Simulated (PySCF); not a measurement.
Exercise with solution: oscillator strength and radiative lifetime

AlHClBr, SMILES [Cl][AlH][Br].

Coordinates come from a PBE0-D3(BJ)/def2-TZVP optimisation.

TDDFT-B3LYP/def2-SVPD (PySCF) puts the first singlet state with f over 0.02 at 6.21 eV (vertical), with the transition dipole (-0.185, 0.444, 0.000) in atomic units.

### Question
Find the oscillator strength, the wavelength and the radiative lifetime that this transition would have in vacuum if emission retraced absorption.

### Answer

|μ|² = 0.2314 au, so |μ| = 1.22 D. ΔE = 6.21/27.211 = 0.2282 hartree. f = (2/3) ΔE |μ|² = 0.035 (the program prints 0.035).
λ = 1239.84/6.21 = 200 nm; ν = 50087 cm⁻¹.
Einstein's coefficient A = 0.6670 ν² f s⁻¹ (ν in cm⁻¹) = 5.9e7 s⁻¹, so τ = 1/A = 17 ns. This state is S3; the lower singlets have f = 0.001, 0.003. The figure is the radiative limit of this one transition; relaxation, internal conversion, crossing to triplets and a medium change what is measured.
